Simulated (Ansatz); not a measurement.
Geometry optimisation, Ansatz, UKS LDA/def2-SVP.

input.yaml

```yaml
crystal:
  periodic: [false, false, false]
  atoms:
    - { symbol: C, position_ang: [-2.00188, 0.50603, -0.07212] }
    - { symbol: B, position_ang: [-0.74447, 0.08982, 0.32794] }
    - { symbol: Si, position_ang: [1.0546, -0.4854, 0.68831] }
    - { symbol: S, position_ang: [1.90349, -0.65585, -1.32178] }
    - { symbol: H, position_ang: [-2.78203, 0.84078, 0.59488] }
    - { symbol: H, position_ang: [-2.34169, 0.53397, -1.09695] }
    - { symbol: H, position_ang: [1.32456, -1.83277, 1.19335] }
    - { symbol: H, position_ang: [1.9664, 0.42462, 1.39736] }
    - { symbol: H, position_ang: [1.62102, 0.57881, -1.71099] }
magnetization:
  spin_polarized: true
basis:
  gaussian: { orbitals: def2-SVP }
hamiltonian:
  xc: lda
relax:
  f_tol: 0.02
  max_steps: 50
output:
  orbitals: {}
```

Launched with:

```bash
$ ansatz run input.yaml --threads 2 --pin off --max-ram 3072MiB --backend cpu --events-out ev --progress --plain --runs-dir out
```

Problem. Where does it end, and by what steps?

Solution. It converged. The force dipped under the threshold on the way, but the program's further checks kept it going. After 11 steps the energy has fallen by 0.176 eV; S4 moved furthest, 0.26 Å.

```json
{"step": "0", "energy less start (eV)": "0.0000", "largest force component (eV/Å)": "1.104", "accepted": "yes"}
{"step": "1", "energy less start (eV)": "-0.1342", "largest force component (eV/Å)": "0.718", "accepted": "yes"}
{"step": "2", "energy less start (eV)": "-0.0950", "largest force component (eV/Å)": "1.045", "accepted": "no"}
{"step": "3", "energy less start (eV)": "-0.1696", "largest force component (eV/Å)": "0.156", "accepted": "yes"}
{"step": "4", "energy less start (eV)": "-0.1739", "largest force component (eV/Å)": "0.042", "accepted": "yes"}
{"step": "5", "energy less start (eV)": "-0.1745", "largest force component (eV/Å)": "0.045", "accepted": "yes"}
{"step": "6", "energy less start (eV)": "-0.1749", "largest force component (eV/Å)": "0.031", "accepted": "yes"}
{"step": "7", "energy less start (eV)": "-0.1757", "largest force component (eV/Å)": "0.015", "accepted": "yes"}
{"step": "8", "energy less start (eV)": "-0.1759", "largest force component (eV/Å)": "0.058", "accepted": "yes"}
{"step": "9", "energy less start (eV)": "-0.1762", "largest force component (eV/Å)": "0.039", "accepted": "yes"}
{"step": "10", "energy less start (eV)": "-0.1763", "largest force component (eV/Å)": "0.022", "accepted": "yes"}
{"step": "11", "energy less start (eV)": "-0.1764", "largest force component (eV/Å)": "0.013", "accepted": "yes"}
```

```xyz
9
Properties=species:S:1:pos:R:3
C -1.925 0.492 -0.140
B -0.678 0.067 0.312
Si 1.132 -0.497 0.714
S 1.648 -0.652 -1.385
H -2.674 0.894 0.569
H -2.255 0.453 -1.194
H 1.309 -1.888 1.255
H 2.014 0.453 1.482
H 1.428 0.677 -1.614
```

Whether the end is a true minimum wasn't checked by a vibrational analysis.

The run took 30 s on 2 threads of Arm Neoverse N1, on a shared host, peak memory 0.16 GiB.
